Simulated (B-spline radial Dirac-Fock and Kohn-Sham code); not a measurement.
The K (1s) hole of samarium ions: width and yield against charge

Calculated with a radial B-spline solver, using one-electron (LDA, Dirac) transition rates at Dirac-Fock energies. Tabulated ground configurations, configuration averages; single configurations, so decays that open only by mixing (as 1s 2s² with 1s 2p² in Be-like ions) are missing and such tiny yields are far too low.

```
 ion          configuration  radiative (eV)  non-radiative (eV)  yield
  Sm           [Xe] 4f6 6s2            17.8                1.36  0.929
 Sm⁺           [Xe] 4f6 6s1            17.8                1.36  0.929
Sm²⁺               [Xe] 4f6            17.8                1.36  0.929
Sm³⁺               [Xe] 4f5            17.9                1.36  0.929
Sm⁴⁺               [Xe] 4f4            17.9                1.37  0.929
Sm⁵⁺               [Xe] 4f3            17.9                1.37  0.929
Sm⁶⁺  [Kr] 4d10 4f4 5s2 5p4            17.8                1.36  0.929
Sm⁷⁺  [Kr] 4d10 4f4 5s2 5p3            17.8                1.36  0.929
```
